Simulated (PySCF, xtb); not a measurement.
diboron tetrafluoride anion (B2F4), SMILES FB(F)B(F)F (connectivity only; charge and spin as stated), charge -1, multiplicity 2. Other conformers were not sampled.

Harmonic wavenumbers (cm⁻¹) from xtb 6.7.1 with GFN2-xTB at its own minimum, in rising order: 113, 128, 304, 307, 363, 413, 423, 582, 910, 922, 929, 1385.

Question: What does PBE-D3(BJ)/def2-SVPD (PySCF) give at its own minimum? (An estimate is asked for; the answer gives what the named calculation found.)

Answer: 112, 137, 310, 324, 379, 403, 462, 603, 957, 1062, 1064, 1348. Paired by order, the mean absolute difference is 40 cm⁻¹ and the zero-point energies are 9.7 and 10.2 kcal/mol.
